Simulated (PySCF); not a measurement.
GeH6O2Si, SMILES [OH][GeH2][O][SiH3].

Coordinates come from a PBE-D3(BJ)/def2-SVP optimisation. The structure was generated by enumeration, and PubChem lists no compound with its InChIKey, so it may never have been made. The values are those of a single conformer.

All values below come from PBE-D3(BJ)/def2-SVP run with PySCF 2.14.0.

Frequencies are harmonic and unscaled.

Computed normal modes with their intensities:
```
mode  ν (cm⁻¹)  IR (km/mol)  moving atoms (share of kinetic energy)
----  --------  -----------  --------------------------------------
1           22          1.4                 O 57 %, H 23 %, Si 15 %
2           76          0.2                          H 89 %, O 10 %
3          105          1.4         O 43 %, Si 29 %, H 20 %, Ge 8 %
4          226         18.8                 O 44 %, H 37 %, Ge 16 %
5          294        126.2                          H 62 %, O 31 %
6          513         17.4        O 33 %, H 24 %, Si 23 %, Ge 20 %
7          543         33.7                  H 78 %, O 12 %, Ge 8 %
8          651          6.2                                  H 97 %
9          683         52.4                 O 70 %, Ge 17 %, H 12 %
10         697         71.4                  H 77 %, O 14 %, Si 8 %
11         714         67.3                  H 71 %, O 19 %, Si 9 %
12         779        240.7                                  H 89 %
13         818         90.9                                  H 97 %
14         901        111.4                           H 88 %, O 9 %
15         909         60.4                                  H 96 %
16         919         68.7                                  H 96 %
17         954        411.0                 O 55 %, Si 23 %, H 22 %
18         963         51.9                          H 81 %, O 17 %
19        2095        100.9                                  H 99 %
20        2122         74.0                                  H 98 %
21        2145        127.6                                  H 97 %
22        2155        124.7                                  H 97 %
23        2180        125.4                                  H 97 %
24        3728         58.1                                  H 94 %
```
